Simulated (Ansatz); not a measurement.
The cluster Al2O6H6⁺. Charge 1, multiplicity 2. Geometry r2SCAN-D4/def2-SVP, that of the neutral singlet; atoms count from 1.

Cartesian coordinates in Å:
```
Al 0.376 0.428 1.027
Al -0.361 -1.022 -1.287
O -1.600 -2.194 -1.166
O -0.142 0.234 2.634
O 1.467 1.642 0.468
O -0.624 1.829 -1.193
O 0.613 -1.237 0.307
O -0.768 0.603 -0.430
H 0.277 2.096 -0.881
H 2.206 2.060 0.913
H -0.391 0.924 3.252
H 0.601 -2.057 0.817
H -2.163 -2.506 -1.878
H 0.509 -0.800 -2.584
```

The structure holds one bond between oxygen atoms, so isomers without such links may lie far lower. The structure comes from a short search, and lower isomers may exist.

(1) Estimate the Mulliken populations from the PBE0/def2-TZVP orbitals of Ansatz.

(2) Where does the spin sit?

(3) And the Mayer bond orders between heavy atoms (over 0.3)?

Answers

(1) 
```
atom  charge (e)  spin (α − β)
 Al1        0.68         -0.03
 Al2        0.59          0.02
  O3       -0.42          0.24
  O4       -0.45          0.18
  O5       -0.62          0.00
  O6       -0.11          0.22
  O7       -0.44          0.01
  O8       -0.13          0.18
  H9        0.39          0.00
 H10        0.36          0.00
 H11        0.36          0.00
 H12        0.38          0.00
 H13        0.36         -0.01
 H14        0.05          0.19
```
Mulliken values depend strongly on the basis.

(2) Summed by element: Al -0.01, O 0.83, H 0.17, of 1 unpaired in all. Largest on single atoms: O3 0.24, O6 0.22, H14 0.19.

(3) Al1–O4 1.18 (1.70 Å); Al1–O5 1.09 (1.73 Å); Al1–O7 0.74 (1.83 Å); Al1–O8 0.60 (1.86 Å); Al2–O3 1.16 (1.71 Å); Al2–O7 0.70 (1.88 Å); Al2–O8 0.62 (1.88 Å); O6–O8 0.96 (1.45 Å).
